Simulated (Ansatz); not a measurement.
`O=CB(O)[SiH3]` + H–F → `O=CB(F)[SiH3]` + H₂O at 600 K and 1 bar (ligand exchange at a B–O bond).

Calculated with Ansatz (gas phase, PBE0-D4/def2-TZVP geometries, no zero-point term in ΔE). CBS: MP2 limit from def2 TZ/QZ plus the TZ coupled-cluster correction, frozen cores. This one scheme is used for every species. Each species was taken in one conformer, which may not be the lowest.

```csv
species,CCSD(T)/CBS energy (Eh),H − E (kJ/mol),S (J/(mol·K))
`O=CB(O)[SiH3]`,-505.29009,225.6,438.0
H–F,-100.39570,42.3,194.0
`O=CB(F)[SiH3]`,-529.29997,188.8,442.1
H₂O,-76.37941,76.8,212.8
```

H − E and S are ideal-gas, rigid-rotor, harmonic terms from PBE0-D4/def2-TZVP, for one conformer and one mirror image of each species. 1 Eh = 2625.50 kJ/mol, R = 8.31446 J/(mol·K).

Question: By hand: ΔE, ΔH, ΔS and ΔG.

Answer: ΔE = (-529.29997) + (-76.37941) − (-505.29009) − (-100.39570) = 0.00641 Eh = 16.8 kJ/mol. Δ(H − E) = 188.8 + 76.8 − 225.6 − 42.3 = -2.3, so ΔH = 14.5 kJ/mol. ΔS = 442.1 + 212.8 − 438.0 − 194.0 = 22.9 J/(mol·K). ΔG = 14.5 − 600 × (22.9)/1000 = 0.8 kJ/mol.

Question: By hand: the equilibrium constant, and the temperature at which ΔG would vanish if ΔH and ΔS stayed fixed.

Answer: log₁₀ K = −ΔG/(RT ln 10) = -0.1. ΔG = 0 at ΔH/ΔS = 633 K.

TΔS isn't small against ΔH here. The sign of ΔG lies within the doubt. A doubt of 5 kJ/mol in ΔE shifts log₁₀ K by 0.4 here. Other conformers and mirror images would add mixing entropy, several J/(mol·K) or more a flexible species. Modes under 60 cm⁻¹, often nearly free rotors, make the harmonic entropy too high. These are equilibria of isolated gas molecules and say nothing of rates. Largest T1 diagnostic: 0.016 (customary marks: 0.02 for closed shells, 0.045 for open ones).
